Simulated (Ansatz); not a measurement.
Calculated with Ansatz (gas phase, PBE0-D4/def2-TZVP geometries, no zero-point term in ΔE). CCSD(T)/CBS adds triple-zeta CCSD(T) − MP2 to the extrapolated MP2 energy (def2 sets, frozen cores). This one scheme is used for every species. Functionals use def2-TZVPP. HSE06 is defined as in plane-wave codes. One conformer a species, not always the lowest.

`O[SiH2][Si](F)(Cl)Cl` → `O[SiH]` + `F[SiH](Cl)Cl`  (silylene formation by 1,1-elimination)

`O[SiH2][Si](F)(Cl)Cl`:

Z-matrix (Å, degrees):
```
Si
Si 1 2.336
O 1 1.645 2 106.4
H 1 1.489 2 108.8 3 -121.5
H 1 1.488 2 108.0 3 121.2
Cl 2 2.042 1 108.6 3 -178.3
F 2 1.588 1 112.3 3 63.4
Cl 2 2.036 1 112.4 3 -57.6
H 3 0.958 1 118.9 2 179.6
```

`O[SiH]`:

Z-matrix (Å, degrees):
```
O
Si 1 1.657
H 1 0.961 2 114.2
H 2 1.532 1 94.4 3 180.0
```

`F[SiH](Cl)Cl`:

Cartesian coordinates in Å:
```
F 0.070 1.444 0.731
Si 0.001 0.086 -0.076
Cl -1.682 -0.896 0.471
Cl 1.635 -1.015 0.387
H -0.025 0.382 -1.513
```

```csv
level,ΔE (kJ/mol)
HSE06,180.8
CAM-B3LYP,164.4
```

Question: What does CCSD(T)/CBS give? (Best estimate.)

Answer: Ansatz gave: +172.3 kJ/mol. The listed levels differ from it by 8.5, -7.9 kJ/mol.

Largest T1 diagnostic among the species: 0.016.

From PBE to PBE0 (25 % exact exchange), in def2-TZVPP and without D4, ΔE moves by +10.6 kJ/mol. At CCSD(T), def2-SVP lies −23.5 kJ/mol from the extrapolated value and def2-TZVPP −7.7 kJ/mol.
